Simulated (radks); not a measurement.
The numbers below are computed, except where a source is named.
All-electron atom: Kr16+ in [Ar] 3d2 (the NIST ground configuration). Level of theory: Dirac Kohn-Sham, PBE, spin-unpolarised, spherical densities, finite nucleus; open shells fill j = l - 1/2 first; Fermi nuclear charge, rms radius 4.1884 fm (a radial shooting solver on a logarithmic mesh with Libxc functionals).

Radial electron density D(r) = 4 pi r^2 rho(r):

```
   r/bohr * D(r) (the largest magnitude, 53.2, reaches the edge; | marks zero)
 0.002911 |  *
 0.003283 |   *
 0.003701 |    *
 0.004207 |     *
 0.004743 |       *
 0.005348 |        *
 0.006029 |          *
 0.006853 |             *
 0.007726 |               *
 0.008711 |                  *
 0.009901 |                     *
  0.01116 |                         *
  0.01259 |                            *
  0.01419 |                                *
  0.01613 |                                    *
  0.01819 |                                       *
   0.0205 |                                          *
   0.0233 |                                            *
  0.02628 |                                             *
  0.02963 |                                              *
   0.0334 |                                             *
  0.03796 |                                            *
   0.0428 |                                          *
  0.04826 |                                        *
  0.05485 |                                      *
  0.06185 |                                      *
  0.06973 |                                       *
  0.07862 |                                          *
  0.08936 |                                              *
   0.1007 |                                                  *
   0.1136 |                                                     *
   0.1291 |                                                      *
   0.1456 |                                                    *
   0.1641 |                                               *
   0.1851 |                                       *
   0.2103 |                               *
   0.2371 |                         *
   0.2674 |                      *
   0.3039 |                      *
   0.3426 |                        *
   0.3863 |                          *
   0.4356 |                          *
    0.495 |                       *
   0.5582 |                  *
   0.6293 |            *
   0.7153 |       *
   0.8064 |   *
   0.9093 | *
    1.025 |*
    1.165 *
    1.314 *
    1.481 *
    1.684 *
```

D(r) has 3 maxima, at r = 0.0292, 0.126, 0.412 bohr, and minima at 0.0599, 0.285 bohr, inside which lie 2.08, 10.67 electrons.
